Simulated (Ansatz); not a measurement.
Harmonic frequencies (cm⁻¹) at PBE0-D4/def2-TZVP from Ansatz: 544.

Question: Which molecule is it?
A. `[Sb]#[Sb]`
B. `O=S=S=O`
C. `[Mg]=[S]`
D. `[O]O`•

Answer: C.
